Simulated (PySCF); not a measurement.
Two-component Hartree-Fock for Hf (hafnium, neutral)

Start: [Xe] 4f14 5d2 6s2; 5d3/2 filled at m_j = +1/2, +3/2. Calculated with PySCF 2.14 in x2c-SVPall-2c (7s9p9d2f, 93 functions): generalised Hartree-Fock with the X2C-1e Hamiltonian and a Gaussian nucleus; one run each with spin-orbit coupling (SO) switched off, then screened by Boettger's factors.

```tsv
spinor shell	electrons	ε, spin-free (eV)	ε, screened SO (eV)	weight of nominal j (screened SO)	rms radius, screened SO (bohr)
1s1/2	2	-65688.0	-65669.6	1.000	0.0215
2s1/2	2	-11371.5	-11365.6	1.000	0.0869
2p1/2	2	-9986.7	-10835.9	1.000	0.0740
2p3/2	4	-9986.7	-9637.7	1.000	0.0812
3s1/2	2	-2650.9	-2648.8	1.000	0.222
3p1/2	2	-2229.7	-2413.9	1.000	0.214
3p3/2	4	-2229.7	-2152.5	1.000	0.228
3d3/2	4	-1726.3	-1759.0	1.000	0.202
3d5/2	6	-1726.3	-1702.5	1.000	0.206
4s1/2	2	-564.78	-563.99	1.000	0.498
4p1/2	2	-424.01	-466.30	1.000	0.508
4p3/2	4	-424.01	-405.93	1.000	0.541
4d3/2	4	-238.58	-244.97	1.000	0.570
4d5/2	6	-238.58	-233.49	1.000	0.583
5s1/2	2	-80.433	-80.168	1.000	1.23
5p1/2	2	-43.800	-49.902	0.983	1.43
5p3/2	4	-43.800	-40.862	0.992	1.46
4f5/2	6	-31.253	-31.838	0.998	0.749
4f7/2	8	-31.253	-30.031	0.999	0.749
5d3/2	2	-7.219	-7.356	0.888	2.60
6s1/2	2	-6.538	-6.468	0.979	3.95
```

| quantity | spin-free | screened SO |
| --- | --- | --- |
| E (hartree) | -15066.23556 | -15081.99621 |
| M_J | 2 | 2 |
| ⟨J²⟩ | 8.082 | 6.675 |
| ⟨L²⟩ | 12.053 | 11.646 |
| ⟨S²⟩ | 2.028 | 1.954 |

The determinant has a definite M_J but mixes levels of different J.

Each row is a mean over spinors that exchange with the open shell spreads, by up to 2.648 eV (5p1/2).

Rows whose weight is well below 1 are mixtures of j = l ± 1/2: exchange outweighs spin-orbit coupling there, and the label is only the starting occupation.

Breit and QED terms are absent; they matter most for the inner s and p1/2 levels.

Densities and radii are taken from the X2C orbitals without a picture-change correction, which distorts them close to the nucleus.

Without spin-orbit coupling the j labels of p, d and f shells carry no meaning; the spin-free column gives the mean over the occupied spinors of each nl shell, and its ⟨J²⟩ belongs to a mixture of degenerate components.
